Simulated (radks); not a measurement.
Results of a calculation; reference values are marked as such.
Ionisation of neutral cadmium, [Kr] 4d10 5s2, to [Kr] 4d10 5s1 as the strength of local exchange is varied. Level of theory: Dirac Kohn-Sham, Slater X-alpha exchange (alpha = 2/3 is LDA exchange), no correlation, spin-unpolarised, spherical densities, point nucleus (a radial shooting solver on a logarithmic mesh with Libxc functionals).

alpha  E(Cd) (hartree)  exchange (hartree)  IE (eV)  -e of the level emptied (eV)  <r> of it (bohr)
0.667      -5586.49757          -145.00759    8.550                 4.936 (5s1/2)             2.929
0.821      -5620.07877          -179.56595    9.716                 5.996 (5s1/2)             2.809
0.941      -5646.38598          -206.77268   10.668                 6.875 (5s1/2)             2.723
0.973      -5653.42193          -214.06885   10.927                 7.116 (5s1/2)             2.702
1.031      -5666.19674          -227.33713   11.404                 7.562 (5s1/2)             2.664

NIST Atomic Spectra Database: 8.994 eV (measured). The Delta-SCF value meets it near alpha = 0.73. Spin polarisation and multiplet splitting are left out, so open shells lie too high by an amount that depends on their filling.

Beside tabulated values, note that spin-unpolarised runs miss the spin-polarisation part of the exchange energy of open shells.
